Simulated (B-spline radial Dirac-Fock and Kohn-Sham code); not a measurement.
Levels of muonic ¹⁶⁴Er

Nucleus: ¹⁶⁴Er, Fermi distribution (skin thickness 2.3 fm), rms radius 5.2389 fm (measured, Angeli and Marinova 2013).

The computed values come from an atomic code on a B-spline grid: the Dirac equation of a negative muon with reduced mass in the field of a spherical finite nucleus, with the Uehling potential to all orders; nuclear polarisation, deformation, hyperfine structure, self-energy, higher-order vacuum polarisation, relativistic recoil and electron screening are left out. For strongly deformed nuclei the low levels mix with nuclear rotations, which this model lacks.

```
level  binding (keV)  point nucleus, no QED (keV)  vacuum polarisation (keV)  ⟨r⟩ (fm)
1s1/2           8159                        13920                     53.251       8.9
2s1/2           2616                         3538                     13.730      27.8
2p1/2           3350                         3538                     21.639      18.2
2p3/2           3235                         3301                     19.945      19.0
3s1/2           1257                         1546                      5.082      58.2
3p1/2           1481                         1546                      7.007      45.8
3p3/2           1451                         1475                      6.634      46.8
3d3/2           1480                         1475                      6.301      38.2
3d5/2           1460                         1454                      6.006      39.0
4d3/2          830.8                        828.6                      2.682      76.9
4d5/2          822.2                        819.9                      2.568      77.9
4f5/2          822.1                        819.9                      2.205      66.6
4f7/2          817.8                        815.6                      2.160      67.2
```

**Question.** By how much does the finite nuclear size lower the 1s binding energy?

**Answer.** By 5810 keV, 41.75 % of the point-nucleus value (point value plus vacuum polarisation less the binding energy). The 1s orbit has ⟨r⟩ = 8.9 fm.
